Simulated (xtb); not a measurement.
ClH₅OSi₂, SMILES O[Si@H](Cl)[SiH3]. All values are semi-empirical tight-binding results from xtb (GFN2-xTB unless named), good for trends rather than for accurate numbers. Coordinates come from a GFN2-xTB optimisation. The structure was generated by enumeration; whether it is a known compound was not checked. One conformer was computed; it need not be the lowest.

Optimised geometry:

```xyz
9

O      0.6783     1.6447    -0.3771
Si    -0.0141     0.4189     0.4358
Si    -1.7122    -0.2448    -0.9704
Cl     1.4078    -1.0183     0.7479
H      1.5164     2.0351    -0.1356
H     -0.3293     0.8744     1.7929
H     -1.3053    -0.3554    -2.3750
H     -2.2525    -1.5511    -0.5796
H     -2.8198     0.7133    -0.9156
```
Charge 0, spin multiplicity 1.

* **orbital gap**: 4.50 eV
* **dipole moment**: 1.72 D
* **zero-point energy**: 29.4 kcal/mol
* **G − E(el) at 298.15 K (modified RRHO)**: 9.3 kcal/mol
* **static polarisability (D4 model)**: 77.3 bohr³
* **solvation energy, GFN2-xTB/ALPB(water)**: -4.7 kcal/mol
* **solvation energy, GFN2-xTB/ALPB(toluene)**: -2.5 kcal/mol

Computed atomic charges and the Wiberg bond orders between heavy atoms:
charges (e) O1 -0.48, Si2 0.48, Si3 0.39, Cl4 -0.32, H5 0.31, H6 -0.08, H7 -0.08, H8 -0.11, H9 -0.11. Bond orders O1–Si2 1.20, Si2–Si3 0.80, Si2–Cl4 1.00.
